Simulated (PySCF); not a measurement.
C₂H₇AlClN, SMILES C[NH][Al]([CH3])[Cl]. The structure is a stationary point at PBE-D3(BJ)/def2-SVP. The structure was generated by enumeration; whether it is a known compound was not checked. Other conformers were not sampled.

Computed equilibrium geometry at PBE-D3(BJ)/def2-SVP (PySCF confirms it by a frequency run) as a Z-matrix, and its point group (one conformer of several):
point group Cs.
```
Al
N 1 1.7850
H 2 1.0248 1 118.50
C 2 1.4525 3 112.35 1 180.00
H 4 1.1098 2 110.33 3 180.00
H 4 1.1149 5 106.64 2 -122.96
H 4 1.1149 5 106.64 6 -114.09
C 1 1.9514 2 123.94 3 180.00
H 8 1.1090 1 112.51 2 0.00
H 8 1.1099 9 107.95 1 122.44
H 8 1.1099 9 107.95 10 115.12
Cl 1 2.1292 2 114.74 3 0.00
```
Charge 0, spin multiplicity 1.
